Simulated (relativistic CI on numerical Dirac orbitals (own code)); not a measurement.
**Line list: Electric-dipole lines, Ca VII**

Computed by Dirac-Coulomb-Breit CI, orbitals from a KLI potential per configuration, a model potential for QED, unscaled Slater integrals (own radial code, finite nucleus).

Configurations in the expansion (outside the closed core [Ne]): 3s²3p², 3s3p³, 3s²3p3d, 3p⁴, 3s3p²3d, 3p³3d, 3s²3p4s, 3s3p3d², 3s²3p4p, 3s²3p4d, 3s²3p4f, 3s3p²4s, 3s²3p5s, 3s3p²4p, 3s²3p5p, 3s²3p5d, 3s3p²4d, 3s²3p5f, 3s²3p5g, 3s²3p6s, 3s3p²4f, 3s²3d4p, 3s²3p6p, 3s²3p6d, 3p³4s, 3s3p²5s, 3s3p²5p, 3s3p3d4s, 3p³4p, 3s3p²5d, 3s3p²5f, 3s3p²5g, 3s²3d², 3s3d³, 3p²3d², 3p3d³, 3p3d²4s, 3p3d²4p, 3p3d²4d, 3s²3d4s, 3s3d²4s, 3s3p3d4p, 3s3d²4p, 3s3d4s4p, 3s3d4p², 3s3d4p4d. Double excitations out of closed p, d and f shells are left out; levels of such configurations are missing from the list, as are those of other unlisted configurations, and high levels can miss mixing partners. These lack a partner that the ground configuration has and come out too high: 3s3p²4d, 3s3p²4f, 3s3p²5s, 3s3p²5p, 3s3p²5d.

```
λ vac (nm)              Lower               Upper   A (s⁻¹)  E lower (eV)  E upper (eV)
    22.348  3s²3p3d ³F°4 [17]   3s²3p4f ³G5 [227]  7.04e+10        31.500        86.980
    22.395  3s²3p3d ³F°3 [16]   3s²3p4f ³G4 [219]  5.15e+10        31.255        86.617
    22.530   3s3p²3d ⁵F3 [34]  3s3p²4f ⁵G°4 [358]  6.23e+10        45.035       100.066
    22.533   3s3p²3d ⁵F4 [35]  3s3p²4f ⁵G°5 [360]  6.77e+10        45.159       100.184
    22.535   3s3p²3d ⁵F5 [36]  3s3p²4f ⁵G°6 [361]  7.34e+10        45.320       100.339
    22.751   3s3p²3d ⁵D4 [41]  3s3p²4f ⁵F°5 [380]  5.98e+10        46.485       100.980
    25.051  3s²3p3d ³D°3 [25]   3s²3p4f ³F4 [228]  4.68e+10        37.525        87.018
    26.311  3s²3p3d ¹F°3 [26]   3s²3p4f ¹G4 [236]  7.21e+10        41.499        88.622
    28.275    3s3p³ ¹D°2 [13]    3s3p²3d ¹F3 [99]  3.24e+10        25.407        69.256
    29.886     3s3p³ ³D°3 [9]    3s3p²3d ³F4 [79]  1.46e+10        19.856        61.342
    30.507    3s3p³ ³P°2 [12]    3s3p²3d ³D3 [82]  2.12e+10        23.147        63.789
    31.121    3s3p³ ¹P°1 [18]   3s3p²3d ¹D2 [111]  3.21e+10        32.284        72.123
    31.551  3s²3p3d ³F°4 [17]    3s²3d² ³F4 [104]  1.98e+10        31.500        70.797
    32.176     3s²3p² ¹D2 [4]   3s²3p3d ¹F°3 [26]  4.51e+10         2.965        41.499
    32.410     3s3p³ ³D°3 [9]    3s3p²3d ³F4 [63]  3.04e+10        19.856        58.111
    32.549     3s3p³ ³D°2 [8]    3s3p²3d ³F3 [61]  2.22e+10        19.818        57.910
    32.656     3s3p³ ³D°1 [7]    3s3p²3d ³F2 [60]  2.05e+10        19.809        57.775
    33.009  3s²3p3d ¹D°2 [22]    3s²3d² ¹D2 [125]  4.42e+10        36.777        74.338
    33.146     3s²3p² ³P0 [1]   3s²3p3d ³D°1 [23]  1.88e+10         0.000        37.406
    33.254     3s²3p² ³P1 [2]   3s²3p3d ³D°2 [24]  2.62e+10         0.196        37.480
    33.320     3s²3p² ³P1 [2]   3s²3p3d ³D°1 [23]  2.04e+10         0.196        37.406
    33.486     3s²3p² ³P2 [3]   3s²3p3d ³D°3 [25]  4.09e+10         0.499        37.525
    33.527     3s²3p² ³P2 [3]   3s²3p3d ³D°2 [24]  1.51e+10         0.499        37.480
    33.560     3s3p³ ⁵S°2 [6]    3s3p²3d ⁵P1 [47]  3.45e+10        13.734        50.678
    33.627     3s3p³ ⁵S°2 [6]    3s3p²3d ⁵P2 [46]  3.43e+10        13.734        50.604
    33.733     3s3p³ ⁵S°2 [6]    3s3p²3d ⁵P3 [45]  3.41e+10        13.734        50.488
    34.000   3s3p²3d ⁵F5 [36]  3s3p3d² ⁵F°5 [174]  2.68e+10        45.320        81.785
    34.181    3s3p³ ³S°1 [15]    3s3p²3d ³P2 [88]  4.36e+10        31.219        67.492
    34.226     3s²3p² ¹S0 [5]   3s²3p3d ¹P°1 [27]  3.47e+10         6.551        42.776
    34.383    3s3p³ ¹D°2 [13]    3s3p²3d ¹D2 [80]  2.10e+10        25.407        61.466
    34.436     3s²3p² ³P1 [2]   3s²3p3d ³P°2 [19]  1.05e+10         0.196        36.200
    34.728     3s²3p² ³P2 [3]   3s²3p3d ³P°2 [19]  1.44e+10         0.499        36.200
    34.752    3s3p³ ³P°2 [12]    3s3p²3d ³P2 [69]  2.13e+10        23.147        58.824
    34.890     3s3p³ ³D°2 [8]    3s3p²3d ³D2 [56]  1.56e+10        19.818        55.354
    34.901     3s3p³ ³D°3 [9]    3s3p²3d ³D3 [57]  2.10e+10        19.856        55.380
    36.670     3s²3p² ¹D2 [4]   3s²3p3d ¹D°2 [22]  3.22e+10         2.965        36.777
    37.221  3s²3p3d ³D°2 [24]    3s²3d² ³F3 [103]  2.23e+10        37.480        70.790
    37.263  3s²3p3d ³D°3 [25]    3s²3d² ³F4 [104]  2.56e+10        37.525        70.797
    38.173  3s²3p3d ¹D°2 [22]    3s3p²3d ¹F3 [99]  1.80e+10        36.777        69.256
    38.288     3s3p³ ³D°3 [9]    3s3p²3d ³P2 [49]  1.44e+10        19.856        52.237
    39.786  3s²3p3d ¹F°3 [26]    3s²3d² ¹G4 [113]  2.11e+10        41.499        72.661
    40.359     3s²3p² ³P2 [3]     3s3p³ ³S°1 [15]  1.80e+10         0.499        31.219
    41.548  3s²3p3d ³F°4 [17]    3s3p²3d ³F4 [79]  1.23e+10        31.500        61.342
    42.246  3s²3p3d ³F°4 [17]    3s3p²3d ³D3 [75]  1.21e+10        31.500        60.848
    42.288     3s²3p² ¹D2 [4]     3s3p³ ¹P°1 [18]  1.54e+10         2.965        32.284
```

Terms are leading LS components. Brackets give the number of a level in order of energy, since labels repeat. The list gives strong lines, with weight on those to low levels, without lines whose two gauges differ by over a factor of 2.5, among the lowest 400 of 2384 levels, so that lines to higher ones, which can be the strongest, are missing. Levels whose partners in the same complex of configurations lie outside the list can be far off, and so can their lines. Rates are taken at the computed energies, electric ones in the length gauge.

At this charge configurations can still be misplaced by up to about 7 % of their energy. 21 of the 21 excited levels that our extract of the measured tables holds in this range could be paired (the sources list more); they are missed by 3268 cm⁻¹ on average and 9827 at most, and levels without a partner can miss by more.

LS names give the leading component of a level, which can be under half, so a name can repeat, a term be missing and a line seem to break the LS rules.
